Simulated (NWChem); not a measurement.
Species: Cl2 anion, doublet

Computed with NWChem. Spin-unrestricted. Sets without diffuse functions describe the anion's extra electron poorly. Coordinates come from a B3LYP/def2-SVPD, spin-unrestricted optimisation. No stability test was run on the SCF state.

Task: Taking PBE0/cc-pVQZ as the yardstick, which of these has the fewest basis functions while keeping “highest occupied level (eV)” within 0.05 eV of it: PBE0/aug-cc-pVDZ; PBE0/aug-cc-pVTZ; PBE0/cc-pVTZ; PBE0/cc-pVDZ?

Result: none of them.
```csv
level,basis functions,highest occupied level (eV),relative time (rough)
PBE0/cc-pVDZ,36,-1.60,1
PBE0/aug-cc-pVDZ,54,-2.35,2
PBE0/cc-pVTZ,68,-1.99,3
PBE0/aug-cc-pVTZ,100,-2.32,6
PBE0/cc-pVQZ,118,-2.15,7
```

The yardstick is one finite set, not the basis-set limit.
